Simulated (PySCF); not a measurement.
Q: Write Cartesian coordinates for `C#CBBN` as optimised with PBE0-D3(BJ)/def2-SVP.

A: 
```
atom  x, y, z in Å
C1     2.745   -0.303    0.426
C2     1.713    0.054   -0.122
B3     0.415    0.490   -0.766
B4    -1.061   -0.264   -0.435
N5    -1.931    0.050    0.604
H6     3.657   -0.613    0.906
H7     0.482    1.378   -1.592
H8    -1.405   -1.158   -1.190
H9    -2.814   -0.424    0.743
H10   -1.752    0.768    1.293
```

Any rigid rotation of these coordinates is as good. Atoms count from 1 in this order. B4 (three-coordinate boron) is planar (angles 126.3°, 116.9° and 116.8°, sum 360.0°, 0.01 Å off the plane of its three neighbours). B3 (three-coordinate boron) is planar (angles 122.5°, 120.5° and 116.9°, sum 359.9°, 0.02 Å off the plane of its three neighbours). N5 (boron-bound nitrogen) is planar (angles 123.9°, 122.9° and 113.2°, sum 360.0°, 0.00 Å off the plane of its three neighbours).

Bonds between heavy atoms (Å): C1≡C2 1.222, C2–B3 1.513, B3–B4 1.690, B4–N5 1.391.

Computed, not measured: PySCF 2.14.0, PBE0-D3(BJ)/def2-SVP geometry optimisation, gas phase.

Point group: C1 (no symmetry element, even within 0.4 Å). Not checked by PBE0-D3(BJ)/def2-SVP frequencies. One conformer, not necessarily the lowest (C2–B3–B4–N5 87°).

Run on one thread, Arm Neoverse V1 (aarch64), no GPU, on a shared host. These figures are those of the optimisation.
